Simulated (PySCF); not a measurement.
Ta(O)(F)(NH2)2 (FH4N2OTa), SMILES [F][Ta](=[O])([NH2])[NH2], multiplicity 1. Coordinates come from a PBE-D3(BJ)/def2-SVP optimisation. The multiplicity is an assumed one; other spin states were not compared. The def2 effective core potentials stand for the cores of Ta; spin–orbit coupling is left out. The values are those of a single conformer.

Method: PBE-D3(BJ)/def2-SVP run with PySCF 2.14.0.

Harmonic wavenumbers (cm⁻¹): 163, 168, 177, 197, 198, 291, 395, 458, 495, 552, 575, 649, 660, 669, 965, 1463, 1466, 3464, 3467, 3559, 3559. Rotational constants (GHz): 3.086, 3.066, 2.671; symmetry number 1.

Q: Work out the zero-point energy and the ideal-gas rigid-rotor harmonic-oscillator thermochemistry at 298.15 K and 1 atm.

A: ZPE = ½ Σ hcν = ½ × 23592 cm⁻¹ = 33.73 kcal/mol. H − E(el) = 39.23 kcal/mol. Entropy in cal/(mol K): translation 42.43, rotation 26.94, vibration 17.77, total 87.14. G − E(el) = 13.25 kcal/mol. Cp = 28.58 cal/(mol K).
